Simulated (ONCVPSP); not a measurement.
Cutoff test, Pt (Z = 78), ONCV

```
Element                 : Pt (Z = 78)
Generator               : ONCVPSP 4.0.1
Type                    : optimised norm-conserving Vanderbilt (ONCV)
Functional              : PBE
Relativity              : scalar-relativistic
Frozen core             : [Kr] 4d10 4f14 5s2
Valence charge          : 16
Reference configuration : 5p6 5d9 6s1
Partial waves           : 6s: rc 2.40 bohr, ncon 4, nbas 8, qcut 2.1 1/bohr, 2 projectors, debl 2.6 Ha; 5p: rc 1.70 bohr, ncon 5, nbas 9, qcut 7.1 1/bohr, 2 projectors, debl 1 Ha; 5d: rc 2.00 bohr, ncon 4, nbas 8, qcut 5.6 1/bohr, 1 projector
Local potential         : polynomial inside 1.65 bohr (lpopt 4, dvloc0 1 Ha)
Core correction         : Teter function, fcfact 2.25, rcfact 1.05
```

In the p channel the program set the typed energies aside and used -2.059, 0.250 Ha.

Problem. For each optimised wave give the share of its norm inside rc, the residual kinetic energy above qcut (Ha) and the cutoffs (Ha) for errors of 10, 1, 0.1 and 0.01 mHa per electron.

Solution.

```
         wave  norm inside rc  residual KE  10 mHa  1 mHa  0.1 mHa  0.01 mHa
           6s           0.356      1.3e-02     2.5   19.2     29.0      35.2
s projector 2           0.147      2.7e-01     9.4   30.6     37.6      41.8
           5p           0.928      9.4e-05    10.8   14.3     25.2      85.2
p projector 2           0.079      6.9e-05     9.4   12.7     24.0      59.8
           5d           0.727      7.3e-04    12.3   15.4     47.9      60.8
```

The occupied waves need 19 Ha and 48 Ha for 1 and 0.1 mHa. Note: no bound ghost flagged; GHOST(+) flagged for s at 66.1 eV.
